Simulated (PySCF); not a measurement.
A series of related molecules.

All values: B3LYP/def2-SVPD (PySCF) at GFN2-xTB geometries, gas phase, one conformer each. Core orbitals are frozen in the response; Δα² is half the sum of the squared differences of the principal polarisabilities.

Question: Rank by HOMO–LUMO gap, highest first.
A. `C[Si@@H]1C[C@](F)(C=O)[SiH2]1`
B. `C[SiH]([SiH2]CC=O)C`
C. `C[SiH2][SiH2][C@@H](F)C=O`

Answer: B (6.05 eV), C (5.77 eV), A (5.64 eV).

Question: Rank by polarisability anisotropy Δα, lowest first.
A. `[CH3:1][Si@@H:2]1[CH2:3][C@:4]([F:5])([CH:6]=[O:7])[SiH2:8]1` with C3–C4–C6–O7 -40°, C1–Si2–C3–C4 -101°, Si2–C3–C4–F5 -138°, C3–C4–Si8–Si2 14°, C1–Si2–Si8–C4 100°
B. `[CH3:1][SiH:2]([CH3:3])[SiH2:4][CH2:5][CH:6]=[O:7]` with C1–Si2–Si4–C5 -82°, Si2–Si4–C5–C6 64°, Si4–C5–C6–O7 -81°
C. `[CH3:1][Si@@H:2]1[CH2:3][C:4](=[O:5])[C@H:6]([F:7])[SiH2:8]1` with C1–Si2–C3–C4 -144°, Si2–C3–C4–O5 -108°, C3–C4–C6–F7 44°, C4–C6–Si8–Si2 37°
D. `[CH3:1][SiH2:2][SiH2:3][C@@H:4]([F:5])[CH:6]=[O:7]` with C1–Si2–Si3–C4 -158°, Si2–Si3–C4–F5 -174°, Si3–C4–C6–O7 56°

Answer: A (2.91 Å³), C (3.56 Å³), B (3.93 Å³), D (4.82 Å³).

All values together:

```csv
SMILES,formula,μ (D),HOMO (eV),LUMO (eV),α (Å³),Δα (Å³),electrons,α per electron (Å³)
C[SiH2][SiH2][C@@H](F)C=O,C3H9FOSi2,1.21,-7.52,-1.75,14.45,4.82,72,0.201
C[Si@@H]1C[C@](F)(C=O)[SiH2]1,C4H9FOSi2,1.92,-7.14,-1.50,15.64,2.91,78,0.201
C[SiH](C)[SiH2]CC=O,C4H12OSi2,2.19,-7.20,-1.15,16.14,3.93,72,0.224
C[Si@@H]1CC(=O)[C@H](F)[SiH2]1,C4H9FOSi2,3.28,-7.04,-1.43,15.44,3.56,78,0.198
```

Conformers: `[CH3:1][SiH2:2][SiH2:3][C@@H:4]([F:5])[CH:6]=[O:7]` with C1–Si2–Si3–C4 -158°, Si2–Si3–C4–F5 -174°, Si3–C4–C6–O7 56°; `[CH3:1][Si@@H:2]1[CH2:3][C@:4]([F:5])([CH:6]=[O:7])[SiH2:8]1` with C3–C4–C6–O7 -40°, C1–Si2–C3–C4 -101°, Si2–C3–C4–F5 -138°, C3–C4–Si8–Si2 14°, C1–Si2–Si8–C4 100°; `[CH3:1][SiH:2]([CH3:3])[SiH2:4][CH2:5][CH:6]=[O:7]` with C1–Si2–Si4–C5 -82°, Si2–Si4–C5–C6 64°, Si4–C5–C6–O7 -81°; `[CH3:1][Si@@H:2]1[CH2:3][C:4](=[O:5])[C@H:6]([F:7])[SiH2:8]1` with C1–Si2–C3–C4 -144°, Si2–C3–C4–O5 -108°, C3–C4–C6–F7 44°, C4–C6–Si8–Si2 37°.
